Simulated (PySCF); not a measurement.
C4H8BN, SMILES NB1CC=CC1.

Coordinates come from a B3LYP-D3(BJ)/def2-SVP optimisation. The structure was generated by enumeration, and PubChem lists no compound with its InChIKey, so it may never have been made. Other conformers were not sampled.

Calculation: HF/def2-TZVP in PySCF.

Symmetry labels are those of the subgroup C2v that the program uses (full group C2v).

Computed valence orbital energies around the gap with their symmetry:
```tsv
orbital	symmetry	energy (eV)
HOMO−7	B1	-15.53
HOMO−6	A2	-14.39
HOMO−5	A1	-14.03
HOMO−4	A1	-13.35
HOMO−3	B2	-13.05
HOMO−2	B1	-11.69
HOMO−1	B2	-11.27
HOMO	B1	-9.01
LUMO	A1	3.17
LUMO+1	A1	4.20
LUMO+2	B2	4.20
LUMO+3	B1	4.61
```
